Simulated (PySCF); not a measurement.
# Induced dipoles and field energies

Compound: C4H6F4O.
Atom-mapped SMILES: `[F:1][CH2:2][CH2:3][CH2:4][O:5][C:6]([F:7])([F:8])[F:9]` (hydrogens: H10, H11 on C2; H12, H13 on C3; H14, H15 on C4)

Cartesian coordinates in Å at the GFN2-xTB level; atoms count from 1:
```
atom  x, y, z in Å
F1    -2.1350    0.4174   -1.5460
C2    -1.9858    0.4588   -0.1810
C3    -1.1657   -0.7356    0.2888
C4     0.2764   -0.6486   -0.1914
O5     0.9004    0.4528    0.5050
C6     2.1835    0.6169    0.2702
F7     2.4818    0.8336   -1.0244
F8     2.6336    1.6609    0.9539
F9     2.9397   -0.4417    0.6268
H10   -1.4853    1.4008    0.0582
H11   -2.9930    0.4422    0.2453
H12   -1.6058   -1.6528   -0.1042
H13   -1.1823   -0.7652    1.3776
H14    0.3145   -0.4612   -1.2697
H15    0.8187   -1.5704    0.0409
```

Level: PBE0/def2-SVPD (PySCF); nuclei fixed, core orbitals frozen in the response. Permanent dipole (-2.016, -1.694, 1.104) D (1 au = 2.5417 D). Static polarisability (au):

```
x   64.77  1.90  1.36
y    1.90 54.62  0.31
z    1.36  0.31 52.65
```

Only the terms in μ and α are kept: μ(F) = μ + αF and ΔE = −μ·F − ½ F·αF.

**Question.** What do fields of 0.103 V/Å (0.002 au) along the six axis directions do?

**Answer.** 
```
field along  induced x (D)  induced y (D)  induced z (D)  total size (D)  −μ·F (kJ/mol)  −½F·αF (kJ/mol)
         +x          0.329          0.010          0.007           2.630         +4.165           -0.340
         −x         -0.329         -0.010         -0.007           3.099         -4.165           -0.340
         +y          0.010          0.278          0.002           2.693         +3.500           -0.287
         −y         -0.010         -0.278         -0.002           3.034         -3.500           -0.287
         +z          0.007          0.002          0.268           2.963         -2.281           -0.276
         −z         -0.007         -0.002         -0.268           2.769         +2.281           -0.276
```

**Question.** For the field (-0.0018, 0.0010, 0.0012) au, what is the induced dipole, and what angle does it make with the field?

**Answer.** αF = (-0.287, 0.131, 0.155) D, at 5.7° to the field. The polarisability along this direction, F·αF/F², is 57.80 au, against a mean of 57.35 au.

**Question.** At what field along the permanent dipole would the induced dipole along it equal the permanent one, in this linear picture?

**Answer.** The polarisability along the dipole is 60.09 au, so F = 1.1234 au / 60.09 au = 0.0187 au = 0.96 V/Å; higher-order terms are ignored.

**Question.** What field makes μF equal to kT at 200 K?

**Answer.** kT = 0.6334 × 10⁻³ Eh, so F = 0.000564 au = 2.9 MV/cm.

**Question.** Induction energy −ᾱe²/2R⁴ of a unit charge at 10 Å, the molecule taken as a point?

**Answer.** R = 18.90 bohr, so the energy is −57.3/(2 × 18.90⁴) Eh = -0.59 kJ/mol. The charge–dipole term at its most favourable orientation, −μe/R², is -8.26 kJ/mol.

Geometry: GFN2-xTB, one conformer, isolated molecule.
